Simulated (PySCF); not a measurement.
## Steps of a relaxation of Pb(NH2)2

Pb(NH2)2 (singlet; a saddle point, relaxed within its symmetry). PySCF 2.14.0, RKS PBE, Pb def2-SVP with ECP60, N def2-SVP, H def2-SVP; non-relativistic Hamiltonian with scalar-relativistic core potentials where named; density fitting; no spin-orbit coupling. Origin of the start: template. Columns: position (Å) and force (eV/Å). Energies are counted from the last step; some of the 5 steps are shown. Forces carry noise of the integration grid, about 0.01 to 0.03 eV/Å.

Run from Python with OMP_NUM_THREADS=2. Where DIIS fails, smearing, a level shift and second-order steps follow.
It took 8.6 s on 2 threads of Arm Neoverse V1 (shared host), from the converged density of the start.

```xyz
7
step 0  E = 0.191 eV
Pb    0.0000    0.0000    0.0000     0.00    0.00    0.00
N     0.0000    0.0000    2.2410     0.00    0.00    0.15
H     0.5869    0.5869    2.8310     0.27    0.27    0.64
H    -0.5869   -0.5869    2.8310    -0.27   -0.27    0.64
N     0.0000    0.0000   -2.2410     0.00    0.00   -0.15
H     0.5869   -0.5869   -2.8310     0.27   -0.27   -0.64
H    -0.5869    0.5869   -2.8310    -0.27    0.27   -0.64
```

```xyz
7
step 1  E = 0.039 eV
Pb    0.0000    0.0000    0.0000     0.00    0.00    0.00
N     0.0000    0.0000    2.3014     0.00    0.00    0.06
H     0.5886    0.5886    2.9096    -0.01   -0.01    0.25
H    -0.5886   -0.5886    2.9096     0.01    0.01    0.25
N     0.0000    0.0000   -2.3014     0.00    0.00   -0.06
H     0.5886   -0.5886   -2.9096    -0.01    0.01   -0.25
H    -0.5886    0.5886   -2.9096     0.01   -0.01   -0.25
```

```xyz
7
step 3  E = 0.000 eV
Pb    0.0000    0.0000    0.0000     0.00    0.00    0.00
N     0.0000    0.0000    2.3481     0.00    0.00    0.01
H     0.5793    0.5793    2.9814     0.00    0.00    0.00
H    -0.5793   -0.5793    2.9814     0.00    0.00    0.00
N     0.0000    0.0000   -2.3481     0.00    0.00   -0.01
H     0.5793   -0.5793   -2.9814     0.00    0.00    0.00
H    -0.5793    0.5793   -2.9814     0.00    0.00    0.00
```

Question: Where does the relaxation end?

Answer: It converges at step 4 in D2d:
```xyz
7
step 4  E = 0
Pb    0.0000    0.0000    0.0000
N     0.0000    0.0000    2.3487
H     0.5792    0.5792    2.9821
H    -0.5792   -0.5792    2.9821
N     0.0000    0.0000   -2.3487
H     0.5792   -0.5792   -2.9821
H    -0.5792    0.5792   -2.9821
```

Question: How did the contacts change?

Answer: 
```
     contact  start (Å)  end (Å)
Pb1–N2 (NH2)      2.241    2.349
Pb1–N5 (NH2)      2.241    2.349
```
